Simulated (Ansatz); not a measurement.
Geometry optimisation, Ansatz, RHF/def2-SVP.

Input:

```yaml
crystal:
  periodic: [false, false, false]
  atoms:
    - { symbol: "N", position_ang: [1.2728, -0.0201, -0.4979] }
    - { symbol: C, position_ang: [0.2495, -0.4933, 0.1494] }
    - { symbol: F, position_ang: [0.1241, -1.838, 0.2515] }
    - { symbol: Se, position_ang: [-0.9961, 0.6413, 0.9755] }
    - { symbol: H, position_ang: [1.3168, 1.039, -0.6264] }
    - { symbol: H, position_ang: [-0.11386, 0.718, 2.28024] }
basis:
  gaussian: { orbitals: def2-SVP }
hamiltonian:
  xc: hf
relax:
  f_tol: 0.015
  max_steps: 40
output:
  orbitals: {}
```

Command:

```bash
$ ansatz run input.yaml --threads 1 --pin off --max-ram 2048MiB --backend cpu --events-out ev --progress --plain --runs-dir out
```

Task: Where does it end, and by what steps?

Result: The forces met the threshold. The force dipped under the threshold on the way, but the program's further checks kept it going. After 17 steps the energy has fallen by 0.809 eV; H6 moved furthest, 1.04 Å.

```json
{"step": "0", "energy less start (eV)": "0.0000", "largest force component (eV/Å)": "4.954", "accepted": "yes"}
{"step": "1", "energy less start (eV)": "-0.5207", "largest force component (eV/Å)": "2.555", "accepted": "yes"}
{"step": "2", "energy less start (eV)": "-0.4807", "largest force component (eV/Å)": "3.321", "accepted": "no"}
{"step": "3", "energy less start (eV)": "-0.5940", "largest force component (eV/Å)": "1.892", "accepted": "yes"}
{"step": "4", "energy less start (eV)": "-0.6618", "largest force component (eV/Å)": "0.500", "accepted": "yes"}
{"step": "5", "energy less start (eV)": "-0.6891", "largest force component (eV/Å)": "0.350", "accepted": "yes"}
{"step": "6", "energy less start (eV)": "-0.7108", "largest force component (eV/Å)": "0.272", "accepted": "yes"}
{"step": "7", "energy less start (eV)": "-0.7249", "largest force component (eV/Å)": "0.228", "accepted": "yes"}
{"step": "8", "energy less start (eV)": "-0.7422", "largest force component (eV/Å)": "0.809", "accepted": "yes"}
{"step": "9", "energy less start (eV)": "-0.7911", "largest force component (eV/Å)": "0.225", "accepted": "yes"}
{"step": "10", "energy less start (eV)": "-0.7933", "largest force component (eV/Å)": "0.182", "accepted": "yes"}
{"step": "11", "energy less start (eV)": "-0.8018", "largest force component (eV/Å)": "0.344", "accepted": "yes"}
{"step": "12", "energy less start (eV)": "-0.8021", "largest force component (eV/Å)": "0.351", "accepted": "yes"}
{"step": "13", "energy less start (eV)": "-0.8066", "largest force component (eV/Å)": "0.168", "accepted": "yes"}
{"step": "14", "energy less start (eV)": "-0.8086", "largest force component (eV/Å)": "0.014", "accepted": "yes"}
{"step": "15", "energy less start (eV)": "-0.8087", "largest force component (eV/Å)": "0.048", "accepted": "yes"}
{"step": "16", "energy less start (eV)": "-0.8082", "largest force component (eV/Å)": "0.108", "accepted": "no"}
{"step": "17", "energy less start (eV)": "-0.8088", "largest force component (eV/Å)": "0.008", "accepted": "yes"}
```

```xyz
6
Properties=species:S:1:pos:R:3
N 1.170 -0.118 -0.794
C 0.481 -0.294 0.208
F 0.273 -1.505 0.660
Se -0.396 1.031 1.277
H 1.267 0.848 -1.052
H -0.941 0.085 2.233
```

Whether the end is a true minimum wasn't checked by a vibrational analysis.

The run took 22 s on 1 thread of AMD EPYC 9R14 (Zen 4) (shared host), peak memory 0.18 GiB.
